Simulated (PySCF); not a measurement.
Input of a run (PBE0-D3(BJ)/def2-SVP geometry optimisation, gas phase (PySCF 2.14.0)), started from GFN2-xTB:
```
{"job": {"xc": "PBE0", "basis": "def2-SVP", "d3": "d3bj", "grid": 1, "shake": 0.01, "kind": "geom"}, "charge": 0, "multiplicity": 1}
Si    -2.395320     0.063870     0.014330
S     -1.055570     0.337540     1.689290
C      0.321990     0.075050     0.711380
C      1.752740     0.072980     1.068700
C      2.334270    -0.198460    -0.119940
O      1.435100    -0.328060    -1.090220
N      0.203660    -0.165520    -0.560960
H     -2.111700     1.159760    -0.936950
H     -3.693590     0.296500     0.712790
H     -2.260660    -1.276490    -0.449510
H      2.134370     0.232570     2.047460
H      3.374390    -0.298010    -0.374750
```

Output (energies in Eh, forces in Eh/bohr):
```
step   0  E = -934.00974853  max force = 0.051533
step   1  E = -934.01671706  max force = 0.020718
step   2  E = -934.01815496  max force = 0.004960
step   3  E = -934.01828547  max force = 0.002467
step   4  E = -934.01835698  max force = 0.000755
step   5  E = -934.01835990  max force = 0.001304
step   6  E = -934.01836292  max force = 0.000465
step   7  E = -934.01836327  max force = 0.000388
optimisation converged
```

**Question.** Summarise the run.

**Answer.** The energy falls by 22.6 kJ/mol over 8 energy and gradient evaluations, the largest force component goes from 0.0515 to 3.9e-04 Eh/bohr, and the atoms move by 0.152 Å rms after alignment. The bond that changes most is Si1–H10 (SiH3 silicon to Si–H hydrogen), which lengthens by 0.062 Å. Bonds longer at the end by more than 0.005 Å: 9 of 12; shorter: 1. Among the angles that change most is Si1–S2–C3, from 92.1° to 98.4°. The energy never rose by more than 1e-6 Eh on the way. The first step brought 81 % of the lowering.

**Question.** What are the final bond lengths?

**Answer.** Si1–S2 2.172 Å, S2–C3 1.750 Å, C3–C4 1.427 Å, C4–C5 1.360 Å, C5–O6 1.332 Å, O6–N7 1.364 Å, C3–N7 1.312 Å, Si1–H8 1.487 Å, Si1–H9 1.492 Å, Si1–H10 1.487 Å, C4–H11 1.086 Å, C5–H12 1.088 Å. Numbering counts from 1 in the input's order; the species is `[SiH3]Sc1ccon1`.

The run used 131 basis functions and 56 SCF cycles in all.

Not checked by PBE0-D3(BJ)/def2-SVP frequencies. The numbers are those of one conformer.

Shape of the structure used: `[SiH3:1][S:2][c:3]1[cH:4][cH:5][o:6][n:7]1`: Si1–S2–C3–C4 180°.
